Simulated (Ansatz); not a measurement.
Basis-set series for `[CH3][W](=[NH])(=[NH])[Cl]`. Total charge 0; spin multiplicity 1. W: def2 effective core potential. The geometry is a stationary point of PBE0-D4/def2-TZVP. It is one conformer, not always the lowest.

```csv
atom,x (Å),y (Å),z (Å)
C1,0.690,1.058,-0.833
W2,0.091,-0.451,0.517
N3,-1.241,0.281,1.370
N4,-0.441,-1.737,-0.532
Cl5,1.783,-1.102,1.920
H6,-0.111,1.373,-1.504
H7,1.022,1.928,-0.258
H8,1.519,0.676,-1.438
H9,-2.200,0.360,1.672
H10,-1.112,-2.386,-0.915
```

| functional | basis | functions | energy (Eh) | HOMO (eV) | LUMO (eV) |
| --- | --- | --- | --- | --- | --- |
| PBE0-D4 | def2-TZVPP | 261 | -677.78016 | -7.91 | -1.93 |
| PBE0-D4 | def2-QZVPP | 472 | -677.80355 | -7.94 | -1.98 |
| ωB97M-V | def2-TZVPP | 261 | -677.92514 | -10.13 | 0.10 |
| ωB97M-V | def2-QZVPP | 472 | -677.94751 | -10.16 | 0.03 |

(1) Give the rows for def2-SVP. (An estimate is asked.)

Results:

(1) The calculation gave: 
| functional | basis | functions | energy (Eh) | HOMO (eV) | LUMO (eV) |
| --- | --- | --- | --- | --- | --- |
| PBE0-D4 | def2-SVP | 117 | -677.42465 | -7.87 | -1.80 |
| ωB97M-V | def2-SVP | 117 | -677.56275 | -10.07 | 0.25 |

Positive LUMOs are unbound and depend on the basis.

Program: Ansatz 0.2.0.
